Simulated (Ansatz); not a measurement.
Reaction (ligand exchange at the Si–Se bond): `[SeH][SiH]1BO1` + H₂S → `S[SiH]1BO1` + H₂Se

Calculated with Ansatz (gas phase, PBE0-D4/def2-TZVP geometries, no zero-point term in ΔE). CCSD(T)/CBS is the MP2 limit (def2-TZVPP, def2-QZVPP) plus CCSD(T) − MP2 in def2-TZVPP, frozen cores. This one scheme is used for every species. DFT in def2-TZVPP. For Se outer-core shells are correlated without core-valence functions, which leaves a few kJ/mol of doubt a bond. Scalar relativity is left out up to krypton. Each species was taken in one conformer, which may not be the lowest.

| level | ΔE (kJ/mol) |
| --- | --- |
| B97M-V | -0.8 |
| CAM-B3LYP-D4 | 2.0 |
| ωB97X-V | 2.3 |
| r2SCAN | 2.8 |
| CCSD(T)/def2-SVP | 2.3 |
| CCSD/def2-TZVPP | 4.2 |
| CCSD(T)/def2-TZVPP | 4.2 |
| HF/def2-QZVPP | 2.8 |

Question: What does CCSD(T)/CBS give? (An estimate is asked.)

Answer: Computed: +5.4 kJ/mol. The listed levels differ from it by -6.2, -3.4, -3.1, -2.6, -3.1, -1.2, -1.2, -2.6 kJ/mol.

Largest T1 diagnostic among the species: 0.016.

At CCSD(T), def2-SVP lies −3.1 kJ/mol from the extrapolated value and def2-TZVPP −1.2 kJ/mol. Leaving LDA and LC-ωPBE aside and taking each functional with its dispersion term where it has one, the values, not all of them listed here, spread over 5.0 kJ/mol, from B97M-V to PBE-QIDH.
